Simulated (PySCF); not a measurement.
Electronic structure of S (sulfur, neutral) at the LDA level

Configuration: [Ne] 3s2 3p4, high-spin 3P determinant. All numbers are calculated (PySCF 2.14, no relativity, point nucleus, in 6-31G* (4s3p1d, 18 functions)).

| Item | Value |
| --- | --- |
| Total energy | -396.6924 hartree |
| One-electron energy | -549.3598 hartree |
| Hartree (Coulomb) energy | 176.8945 hartree |
| Exchange-correlation energy | -24.2271 hartree |
| Kinetic energy | 397.13470 hartree |
| ⟨S²⟩ | 2.0013 |
| ⟨L²⟩ | 2.007 |
| Sum of ⟨r⟩ | 15.41 bohr |
| Sum of ⟨r²⟩ | 28.75 bohr² |
| Traceless quadrupole moment −½Σ⟨3z² − r²⟩ along its main axis | -2.09 e·bohr² |
| Density at the nucleus (Gaussians lack the cusp) | 2510 bohr⁻³ |
| Spin density at the nucleus | 0.156 bohr⁻³ |
| Langevin diamagnetic susceptibility | -22.8 ×10⁻⁶ cm³/mol |
| Time after the integrals | 0.05 s of wall time on 1 thread of Neoverse-V2 (shared host) |

```json
{"shell": "1s α", "electrons": "1", "mean orbital energy (hartree)": "-87.75776", "spread (hartree)": "0", "rms radius, mean of both spins (bohr)": "0.113"}
{"shell": "1s β", "electrons": "1", "mean orbital energy (hartree)": "-87.74751", "spread (hartree)": "0", "rms radius, mean of both spins (bohr)": "0.113"}
{"shell": "2s α", "electrons": "1", "mean orbital energy (hartree)": "-7.69108", "spread (hartree)": "0", "rms radius, mean of both spins (bohr)": "0.524"}
{"shell": "2s β", "electrons": "1", "mean orbital energy (hartree)": "-7.67916", "spread (hartree)": "0", "rms radius, mean of both spins (bohr)": "0.524"}
{"shell": "2p α", "electrons": "3", "mean orbital energy (hartree)": "-5.74529", "spread (hartree)": "0.01903", "rms radius, mean of both spins (bohr)": "0.496"}
{"shell": "2p β", "electrons": "3", "mean orbital energy (hartree)": "-5.73078", "spread (hartree)": "0.01056", "rms radius, mean of both spins (bohr)": "0.496"}
{"shell": "3s α", "electrons": "1", "mean orbital energy (hartree)": "-0.65244", "spread (hartree)": "0", "rms radius, mean of both spins (bohr)": "1.84"}
{"shell": "3s β", "electrons": "1", "mean orbital energy (hartree)": "-0.58495", "spread (hartree)": "0", "rms radius, mean of both spins (bohr)": "1.84"}
{"shell": "3p α", "electrons": "3", "mean orbital energy (hartree)": "-0.27919", "spread (hartree)": "0.04371", "rms radius, mean of both spins (bohr)": "2.23"}
{"shell": "3p β", "electrons": "1", "mean orbital energy (hartree)": "-0.21780", "spread (hartree)": "0", "rms radius, mean of both spins (bohr)": "2.23"}
```
